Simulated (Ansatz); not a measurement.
Mulliken charges of CH4ClNO2W, SMILES `C[N]=[W](=[O])([OH])[Cl]` from PBE/def2-TZVPP in Ansatz (PBE0-D4/def2-TZVP geometry).

| atom | x (Å) | y (Å) | z (Å) | charge (e) |
| --- | --- | --- | --- | --- |
| C1 | -0.119 | -1.336 | 1.192 | -0.136 |
| N2 | -0.013 | -0.121 | 0.469 | -0.293 |
| W3 | -0.296 | 0.930 | -0.890 | 0.861 |
| O4 | -1.113 | 0.032 | -2.085 | -0.348 |
| O5 | 1.372 | 1.501 | -1.563 | -0.366 |
| Cl6 | -1.617 | 2.649 | -0.166 | -0.254 |
| H7 | 0.875 | -1.694 | 1.477 | 0.102 |
| H8 | -0.618 | -2.113 | 0.603 | 0.109 |
| H9 | -0.690 | -1.173 | 2.112 | 0.110 |
| H10 | 2.218 | 1.325 | -1.148 | 0.214 |

Question: By hand: the dipole of these point charges (1 e Å = 4.8032 D).

Answer: Σ q r = (0.482, -0.464, 0.477) e Å, of length 0.822 e Å = 3.95 D.

Question: How does the dipole of the full density compare? (Best estimate.)

Answer: Ansatz gave: (0.547, -0.238, 0.465) e Å, 3.63 D; the point charges give 1.09 times that, at 16° from its direction.

Point charges leave out the atoms' own dipoles, such as those of lone pairs, and Mulliken's split depends on the basis, so the close match here is no proof of good charges.
